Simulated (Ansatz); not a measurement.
Basis sets compared for TcO3H. Total charge 0; singlet. Geometry PBE-D4/def2-TZVP. Ansatz on 4 threads of Arm Neoverse V1 on a shared host; times are rough, and most runs start from earlier orbitals.

Cartesian coordinates in Å:
```
Tc 0.061 0.000 -0.019
O 0.958 0.303 1.380
O 0.341 -1.532 -0.670
O 0.172 1.239 -1.161
H -1.532 -0.010 0.470
```

In the def2 sets Tc takes a core potential; there is no spin–orbit coupling. The restricted singlet is unstable towards broken spin symmetry in Hartree–Fock (as tested in another run); at PBE-D4/def2-SVP, PBE-D4/def2-TZVPD, r2SCAN-D4/def2-TZVP, r2SCAN-D4/def2-TZVPD and others this wasn't settled.

Binding counts from free atoms (Tc sextet, O triplet, H doublet) in the same basis, without a counterpoise term.

```csv
level,functions,energy (Eh),HOMO (eV),LUMO (eV),binding per atom (eV),wall time
PBE-D4/def2-SVP,78,-306.7936,-8.42,-4.88,4.66,0.6 s
PBE-D4/def2-TZVP,139,-307.0936,-8.48,-4.94,4.60,0.85 s
r2SCAN-D4/def2-TZVP,139,-307.2006,-8.88,-4.99,4.23,1.8 s
PBE0-D4/def2-SVP,78,-306.6710,-10.15,-4.22,3.94,0.6 s
PBE0-D4/def2-TZVP (with forces),139,-306.9744,-10.14,-4.21,3.93,1.4 s
```

Problem. Estimate the rows for PBE-D4/def2-TZVPD, r2SCAN-D4/def2-TZVPD, PBE0-D4/def2-TZVPD.

Solution. 
```
               level  functions  energy (Eh)  HOMO (eV)  LUMO (eV)  binding per atom (eV)  wall time
   PBE-D4/def2-TZVPD        169    -307.0963      -8.50      -4.97                   4.60      1.2 s
r2SCAN-D4/def2-TZVPD        169    -307.2034      -8.88      -4.99                   4.24      2.3 s
  PBE0-D4/def2-TZVPD        169    -306.9773     -10.15      -4.22                   3.93      1.6 s
```
